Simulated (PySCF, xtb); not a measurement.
HSZn, SMILES [Zn+][SH], charge +1.

Harmonic wavenumbers (cm⁻¹) from GFN2-xTB in xtb 6.7.1 at its own minimum, in rising order: 315, 642, 2250.

### Question
What does PBE0-D3(BJ)/def2-TZVP (PySCF 2.14.0) give at its own minimum? (An estimate is asked for; the answer gives what the named calculation found.)

### Answer
403, 708, 2659. Paired by order, the mean absolute difference is 188 cm⁻¹ and the zero-point energies are 4.6 and 5.4 kcal/mol.
